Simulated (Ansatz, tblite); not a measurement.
Adding an electron: Ag₂Cl₂⁺. Charge 1, multiplicity 2. Geometry: r2SCAN-D4/def2-SVP. Ansatz, gas phase; energy differences of separate SCF runs; the reduced species is a singlet (the triplet lies 3.06 eV higher at PBE0-D4/def2-TZVP).

```
atom   x (Å)   y (Å)   z (Å)
 Ag1   0.653  -1.435   0.261
 Ag2  -0.654   1.435  -0.259
 Cl3  -1.525  -0.812  -0.650
 Cl4   1.526   0.812   0.649
```

In the def2 sets Ag takes a core potential; there is no spin–orbit coupling. The xTB rows come from tblite. The structure comes from a short search, and lower isomers may exist.

(1) Estimate orbital energies and vertical electron affinities at: GFN1-xTB; GFN2-xTB; PBE-D4/def2-TZVP; r2SCAN-D4/def2-TZVP; PBE0-D4/def2-TZVP.

## Answers

(1) 
| level | −HOMO (eV) | −LUMO (eV) | vertical EA (eV) | HOMO–LUMO gap (eV) |
| --- | --- | --- | --- | --- |
| GFN1-xTB | – | – | 14.25 | – |
| GFN2-xTB | – | – | 13.31 | – |
| PBE-D4/def2-TZVP | 12.14 | 11.57 | 8.66 | 0.57 |
| r2SCAN-D4/def2-TZVP | 12.41 | 11.58 | 8.74 | 0.84 |
| PBE0-D4/def2-TZVP | 13.56 | 10.98 | 8.99 | 2.58 |

  HOMO and LUMO are the levels of the spin that leaves or enters (xTB has no such levels and no spin-polarisation term). Other spin states of the ions may lie lower, which would lower the ionisation energy or raise the affinity. Raw xTB energy differences between charge states are shifted by several eV; the methods need an empirical correction for them.
